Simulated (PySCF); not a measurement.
Compound: Ag(PF3)I (singlet state).
Cartesian coordinates in Å at the PBE0-D3(BJ)/def2-SVP level; atoms count from 1:
```xyz
6
AgF3IP angstrom
Ag    -0.007    0.013   -1.498
P      0.004    0.008    0.832
F      0.250   -1.369    1.553
F     -1.297    0.470    1.589
F      1.067    0.891    1.586
I     -0.017   -0.013   -4.062
```

Computed, not measured: TDDFT CAM-B3LYP/def2-SVPD, vertical, gas phase, core orbitals frozen in the response, def2 core potentials past Kr in PySCF 2.14.0, density-fitted response routines. Spin–orbit coupling is left out.

Computed states:

| state | E (eV) | f |
| --- | --- | --- |
| S1 | 4.32 | 0.0000 |
| S2 | 4.35 | 0.0001 |
| S3 | 4.35 | 0.0000 |
| S4 | 4.68 | 0.128 |
| S5 | 4.79 | 0.023 |
| S6 | 4.79 | 0.023 |
| S7 | 5.18 | 0.041 |
| S8 | 5.19 | 0.041 |
| S9 | 6.27 | 0.482 |

Broadening: Gaussians 0.5 eV wide at half height, area fixed by f = 4.319×10⁻⁹ ∫ε dν̃. The width is an assumption, not a result. The curve ends short of the highest state used, and states not computed would add to its high-energy end.

Question: Give the broadened spectrum and its maxima.

Answer: 
(λ (nm), ε (L mol⁻¹ cm⁻¹)): (218.7, 823), (221.7, 886), (224.7, 1382), (227.7, 2166), (230.7, 3094), (233.7, 4006), (236.7, 4772), (239.7, 5352), (242.7, 5811), (245.7, 6277), (248.7, 6862), (251.7, 7590), (254.7, 8377), (257.7, 9059), (260.7, 9458), (263.7, 9448), (266.7, 8990), (269.7, 8140), (272.7, 7018), (275.7, 5772), (278.7, 4538), (281.7, 3419), (284.7, 2474), (287.7, 1725), (290.7, 1161), (293.7, 756), (296.7, 477), (299.7, 293), (302.7, 175), (305.7, 102), (308.7, 58), (311.7, 33), (314.7, 18), (317.7, 10), (320.7, 5), (323.7, 3), (326.7, 1), (329.7, 1), (332.7, 0), (335.7, 0), (338.7, 0), (341.7, 0), (344.7, 0), (347.7, 0)

Maxima: 262 nm (4.73 eV), ε about 9500, made up of S4 (71%), S5 (12%) and S6 (13%) (ε in L mol⁻¹ cm⁻¹; maxima over ε = 5, shares over 10%). At its high-energy end, 5.67 eV, the curve is still rising (ε about 830, from S7, S8 and S9).

Question: Coming from long wavelengths, where does ε first pass 100 L mol⁻¹ cm⁻¹?

Answer: At about 306 nm (4.06 eV), 0.26 eV below S1.

Question: What would ε be at 4.73 eV, the highest of these maxima, with half the width (0.25 eV)?

Answer: About 16400 L mol⁻¹ cm⁻¹ against 9510, a factor of about 1.7; a lone state at its own centre would give exactly 2.

Question: On this curve, what absorbance would a 10⁻³ mol/L sample give at 280 nm over a 1 cm path?

Answer: 280 nm is 4.428 eV, where ε is about 4000 L mol⁻¹ cm⁻¹, so A = ε c l ≈ 4 (Beer–Lambert, with the gas-phase spectrum and the assumed width).

All these states lie below the vertical ionisation energy of 8.93 eV (ΔSCF).
